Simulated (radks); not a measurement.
Species: Sm IV. Configuration: [Xe] 4f5. Calculated with a radial shooting solver on a logarithmic mesh with Libxc functionals: scalar-relativistic Kohn-Sham, LDA (Slater exchange, Perdew-Zunger correlation), spin-polarised, spherical densities, finite nucleus; open shells are filled with parallel spins first (spin-orbit coupling, left out, can overturn this in heavy ions); Fermi nuclear charge, rms radius 5.0819 fm. Some entries of the table are withheld. Estimate them.

orbital  occ.  eigenvalue (hartree)  <r^2> (bohr^2)  r(max) (bohr)
1s down     1             -1714.639       0.0007059        0.01451
1s up       1             -1714.639       0.0007059        0.01451
2s up       1             -281.1946         0.01113        0.08223
2s down     1             -281.1923         0.01112        0.08223
2p up       3             -251.1004        0.008924        0.06637
2p down     3             -251.0988        0.008923        0.06637
3s up       1             -62.53303         0.07449         0.2340
3s down     1             -62.46878         0.07440         0.2339
3p up       3             -53.12160         0.07454         0.2293
3p down     3             -53.05794         0.07443         0.2292
3d up       5             -40.33268         0.06289         0.1877
3d down     5             -40.28277         0.06275         0.1876
4s up       1             -13.38988          0.3782         0.5393
4s down     1             -13.24063          0.3782         0.5391
4p up       3             -10.28926          0.4266         0.5627
4p down     3             -10.14111          0.4269         0.5624
4d up       5                   (1)          0.5173         0.5865
4d down     5                   (2)          0.5191         0.5863
5s up       1              -2.65202           2.104          1.240
5s down     1              -2.57509           2.153          1.250
5p up       3                   (3)           2.794          1.395
5p down     3                   (4)           2.879          1.411
4f up       5              -1.25229           1.025         0.6037
4f down     0              -1.12418           1.111         0.6062

Answer. 
(1) 4d up eigenvalue (hartree): -5.93381
(2) 4d down eigenvalue (hartree): -5.78833
(3) 5p up eigenvalue (hartree): -1.86895
(4) 5p down eigenvalue (hartree): -1.81030
